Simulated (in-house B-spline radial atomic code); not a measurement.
Whole-atom quantities along the 52-electron series, configuration [Kr] 4d10 5s2 5p4. Computed with a B-spline radial code for spherical atoms: non-relativistic Hartree-Fock, average of the configuration, point nuclei.

This level leaves out relativity, spin-orbit splitting included, which matters for heavy ions.

```tsv
ion	Z	E/Z² (Eh)	Σ<r²> (bohr²)	n(0)/Z³ (bohr⁻³)	Lamb diamagnetic shielding (ppm)	repulsion over attraction
Te	52	-2.4452	64.04	0.70498	5362.01	0.15817
I+	53	?	?	?	?	?
Xe2+	54	-2.4797	44.417	0.70637	5628.39	0.15539
Cs3+	55	?	?	?	?	?
Ba4+	56	-2.5128	34.512	0.70769	5893.25	0.15233
La5+	57	-2.5287	31.049	0.70833	6025.34	0.15076
Ce6+	58	-2.5443	28.19	0.70895	6157.28	0.14917
```

Problem. Fill in the row of I+.

Solution. E/Z² (Eh): -2.4627; Σ<r²> (bohr²): 52.132; n(0)/Z³ (bohr⁻³): 0.70568; Lamb diamagnetic shielding (ppm): 5495.47; repulsion over attraction: 0.15683.

Problem. Fill in the row of Cs3+.

Solution. E/Z² (Eh): -2.4965; Σ<r²> (bohr²): 38.825; n(0)/Z³ (bohr⁻³): 0.70704; Lamb diamagnetic shielding (ppm): 5760.95; repulsion over attraction: 0.15388.

Problem. With what power of Z does the column «Σ<r²> (bohr²)» change over this range?

Solution. A fit of the logarithm of its size against log Z from Z = 52 to 58 has slope -7.37. Unscreened non-relativistic hydrogenic orbitals would give -2.
